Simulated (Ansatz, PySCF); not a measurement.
C₃H₈O₂Si, SMILES C[C@H]1OC[Si@@H]1O. Atoms are numbered in the order given.

```xyz
14

C      2.1729     0.5664     0.6915
C      0.9965     0.2393    -0.2054
O      0.9453    -1.1844    -0.5038
C     -0.4657    -1.4925    -0.5534
Si    -0.7894     0.0896     0.4531
O     -2.0062     1.1710     0.0947
H      2.2162     1.6500     0.8873
H      2.0983     0.0405     1.6563
H      3.1214     0.2668     0.2160
H      1.0714     0.8177    -1.1507
H     -0.8510    -1.4945    -1.5934
H     -0.6616    -2.4848    -0.1152
H     -0.8828    -0.1027     1.9237
H     -2.1230     1.4271    -0.8278
```
Charge 0, spin multiplicity 1.

Geometry: B3LYP-D3(BJ)/def2-SVP. The structure was generated by enumeration; whether it is a known compound was not checked. Other conformers were not sampled.

Two levels are set side by side: PBE-D3(BJ)/def2-SVP (Ansatz, an electronic-structure program) and B3LYP-D3(BJ)/def2-SVP (Ansatz). Each level has its own optimised geometry; the coordinates shown are those of the second. Frequencies come from the Hessian of PySCF at each geometry. Differences are taken from unrounded values.

```
quantity                            B3LYP-D3(BJ)  PBE-D3(BJ)  PBE-D3(BJ) minus B3LYP-D3(BJ)
----------------------------------  ------------  ----------  -----------------------------
mean bond length (Å)                       1.355       1.363                          0.008
bond C1–C2 (Å)                             1.515       1.515                          0.000
bond C2–O3 (Å)                             1.456       1.464                          0.009
bond C2–Si5 (Å)                            1.909       1.917                          0.008
bond O3–C4 (Å)                             1.445       1.452                          0.007
bond C4–Si5 (Å)                            1.903       1.909                          0.006
bond Si5–O6 (Å)                            1.667       1.682                          0.015
bond C1–H7 (Å)                             1.102       1.109                          0.007
bond C1–H8 (Å)                             1.101       1.109                          0.007
bond C1–H9 (Å)                             1.103       1.110                          0.008
bond C2–H10 (Å)                            1.111       1.120                          0.009
bond C4–H11 (Å)                            1.109       1.118                          0.009
bond C4–H12 (Å)                            1.102       1.109                          0.007
bond Si5–H13 (Å)                           1.486       1.500                          0.014
bond O6–H14 (Å)                            0.964       0.973                          0.009
highest harmonic wavenumber (cm⁻¹)          3873        3763                           -110
mean harmonic wavenumber (cm⁻¹)             1327        1291                            -36
zero-point energy (kcal/mol)               68.28       66.46                          -1.83
```

GGA bonds tend to be longer and softer than those of functionals with exact exchange. Differences between two approximate levels are no errors against the true value.
